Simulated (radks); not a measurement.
Results of a calculation; reference values are marked as such.
Spherical quantum dot in the effective-mass picture: electrons in a well V = -V0 / (1 + exp((r - R)/a)) with V0 = 13.5, R = 3.65, a = 0.19, all in effective atomic units (hartree* = m*/eps^2 hartree, bohr* = eps/m* bohr), one dielectric constant everywhere. Level of theory: non-relativistic Kohn-Sham, PBE, spin-polarised, spherical densities (a radial shooting solver with Libxc functionals). Levels are named by radial order and angular momentum (1s, 1p, 1d, 2s, ...), and open shells are averaged over m. Results are scaled to m* = 0.166 and eps = 5.3, for which hartree* = 160.8 meV and bohr* = 1.69 nm.

N = 22, configuration 1s2 1p6 1d10 1f(up 4, down 0). This is the lowest configuration that the search found. Occupied and some empty levels:

level,occupation,eigenvalue (meV),<r> (nm)
1s up,1,-859.49,4.077
1s down,1,-852.48,4.046
1p up,3,-826.33,4.260
1p down,3,-818.64,4.242
1d up,5,-770.00,4.421
1d down,5,-761.73,4.410
1f up,4,-693.94,4.559
1f down,0,-685.23,4.552
2s up,0,-645.50,2.885
2s down,0,-642.83,2.891
1g up,0,-600.20,4.680
1g down,0,-591.17,4.676
2p up,0,-546.39,3.376
2p down,0,-542.84,3.374
2d up,0,-429.62,3.704
2d down,0,-425.26,3.700

Energy (meV): total -30445.7, kinetic 3596.9, external -46279, Hartree 13846, exchange-correlation -1609.3.

Electron density:

r (nm),n(r) (e/nm^3)
0.178,0.001396
0.848,0.002102
1.52,0.004439
2.19,0.01002
2.86,0.02059
3.53,0.03481
4.20,0.04362
4.87,0.03370
5.54,0.01108
6.21,0.001046
6.88,0.00003528
7.55,9.204e-07
8.22,2.497e-08
8.89,7.237e-10
